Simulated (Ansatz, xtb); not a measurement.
## Two isomers of C4H14Si2

Structure X: `CCC[SiH2]C[SiH3]`, a singlet. Structure Y: `CC[Si@H](C)C[SiH3]`, a singlet. Both are isolated molecules in the gas phase, relaxed with r2SCAN-D4/def2-SVP; the shapes shown needn't be the lowest conformers.

X (Å):

```yaml
atoms:
  - { symbol: C, position_ang: [1.8846, 2.0008, 0.2074] }
  - { symbol: C, position_ang: [0.5827, 1.4778, -0.3915] }
  - { symbol: C, position_ang: [0.8023, 0.5409, -1.5858] }
  - { symbol: C, position_ang: [-1.8609, -1.0072, -1.0989] }
  - { symbol: Si, position_ang: [-0.7846, -0.1158, -2.3693] }
  - { symbol: Si, position_ang: [-1.0110, -2.3879, -0.1437] }
  - { symbol: H, position_ang: [2.5184, 1.1703, 0.5601] }
  - { symbol: H, position_ang: [1.6998, 2.6689, 1.0636] }
  - { symbol: H, position_ang: [2.4663, 2.5654, -0.5401] }
  - { symbol: H, position_ang: [-0.0500, 2.3304, -0.7015] }
  - { symbol: H, position_ang: [0.0090, 0.9497, 0.3926] }
  - { symbol: H, position_ang: [1.3834, 1.0595, -2.3718] }
  - { symbol: H, position_ang: [1.4270, -0.3201, -1.2790] }
  - { symbol: H, position_ang: [-1.5585, 1.0235, -2.9615] }
  - { symbol: H, position_ang: [-0.4447, -1.0669, -3.4749] }
  - { symbol: H, position_ang: [-2.7395, -1.4291, -1.6199] }
  - { symbol: H, position_ang: [-2.2549, -0.2693, -0.3764] }
  - { symbol: H, position_ang: [0.0804, -1.8361, 0.7178] }
  - { symbol: H, position_ang: [-0.4009, -3.3784, -1.0836] }
  - { symbol: H, position_ang: [-1.9766, -3.1113, 0.7398] }
```

Y (Å):

```yaml
atoms:
  - { symbol: C, position_ang: [0.6912, 0.5954, -1.6608] }
  - { symbol: C, position_ang: [0.6824, -0.4180, -0.5127] }
  - { symbol: C, position_ang: [0.0475, -1.0844, 2.4437] }
  - { symbol: C, position_ang: [-1.6368, 1.0442, 0.9464] }
  - { symbol: Si, position_ang: [0.0795, 0.2713, 1.1402] }
  - { symbol: Si, position_ang: [-2.9826, -0.0671, 0.2469] }
  - { symbol: H, position_ang: [1.0819, 0.1577, -2.5940] }
  - { symbol: H, position_ang: [-0.3232, 0.9685, -1.8792] }
  - { symbol: H, position_ang: [1.3171, 1.4715, -1.4225] }
  - { symbol: H, position_ang: [1.6981, -0.8262, -0.3542] }
  - { symbol: H, position_ang: [0.0543, -1.2899, -0.7766] }
  - { symbol: H, position_ang: [1.0269, 1.3507, 1.5796] }
  - { symbol: H, position_ang: [-0.3095, -0.7018, 3.4138] }
  - { symbol: H, position_ang: [1.0556, -1.5016, 2.6009] }
  - { symbol: H, position_ang: [-0.6155, -1.9130, 2.1456] }
  - { symbol: H, position_ang: [-1.9677, 1.4140, 1.9347] }
  - { symbol: H, position_ang: [-1.5559, 1.9367, 0.2988] }
  - { symbol: H, position_ang: [-4.3036, 0.6342, 0.2083] }
  - { symbol: H, position_ang: [-3.1421, -1.3025, 1.0763] }
  - { symbol: H, position_ang: [-2.6475, -0.4934, -1.1477] }
```

Problem. Estimate E(Y) − E(X) at the level CCSD(T)/def2-SVP + ΔMP2/def2-TZVPP.

Solution. Calculated at CCSD(T)/def2-SVP + ΔMP2/def2-TZVPP: E(Y) − E(X) = −9.5 kcal/mol, so structure Y lies lower.

How the difference moves with the method:

```json
{"level": "GFN2-xTB", "geometry": "GFN2-xTB", "E(Y) − E(X) (kcal/mol)": "+5.3", "departure from the last row (kcal/mol)": "+14.9", "job, with rough time for the two": "optimisation, 0.33 s"}
{"level": "HF/STO-3G", "geometry": "GFN2-xTB", "E(Y) − E(X) (kcal/mol)": "−9.4", "departure from the last row (kcal/mol)": "+0.2", "job, with rough time for the two": "single point, 0.48 s"}
{"level": "r2SCAN-D4/def2-SVP//GFN2-xTB", "geometry": "GFN2-xTB", "E(Y) − E(X) (kcal/mol)": "−8.8", "departure from the last row (kcal/mol)": "+0.7", "job, with rough time for the two": "single point, 5.3 s"}
{"level": "r2SCAN-D4/def2-SVP", "geometry": "r2SCAN-D4/def2-SVP", "E(Y) − E(X) (kcal/mol)": "−9.0", "departure from the last row (kcal/mol)": "+0.5", "job, with rough time for the two": "optimisation, 68 s"}
{"level": "HF/def2-SVP", "geometry": "r2SCAN-D4/def2-SVP", "E(Y) − E(X) (kcal/mol)": "−7.1", "departure from the last row (kcal/mol)": "+2.4", "job, with rough time for the two": "part of the CCSD(T) run"}
{"level": "MP2/def2-SVP", "geometry": "r2SCAN-D4/def2-SVP", "E(Y) − E(X) (kcal/mol)": "−7.5", "departure from the last row (kcal/mol)": "+2.0", "job, with rough time for the two": "part of the CCSD(T) run"}
{"level": "CCSD(T)/def2-SVP", "geometry": "r2SCAN-D4/def2-SVP", "E(Y) − E(X) (kcal/mol)": "−6.8", "departure from the last row (kcal/mol)": "+2.7", "job, with rough time for the two": "single point"}
{"level": "CCSD(T)/def2-SVP + ΔMP2/def2-TZVPP", "geometry": "r2SCAN-D4/def2-SVP", "E(Y) − E(X) (kcal/mol)": "−9.5", "departure from the last row (kcal/mol)": "", "job, with rough time for the two": "single point, 1.9 min"}
```

As drawn, Y has 1 C–Si, 1 C–H in place of 1 C–C, 1 Si–H.

GFN2-xTB puts the two in the other order. The largest departure from CCSD(T)/def2-SVP + ΔMP2/def2-TZVPP is that of GFN2-xTB, 14.9 kcal/mol. The last row adds to CCSD(T) the change of the MP2 difference between the two basis sets, here −2.7 kcal/mol.

With thermal terms from frequencies at re-optimised GFN2-xTB minima (ideal gas, soft modes damped towards free rotors, one conformer each, 298.15 K, 1 atm): the zero-point term adds +0.6 kcal/mol; ΔH is −8.6 and ΔG −9.3 kcal/mol.

The correlated steps freeze 14 core orbitals. Mirror images aren't counted in ΔG. Programs: Ansatz 0.2.0, xtb 6.7.1; the last row on 4 threads of Arm Neoverse V1 on a shared host.
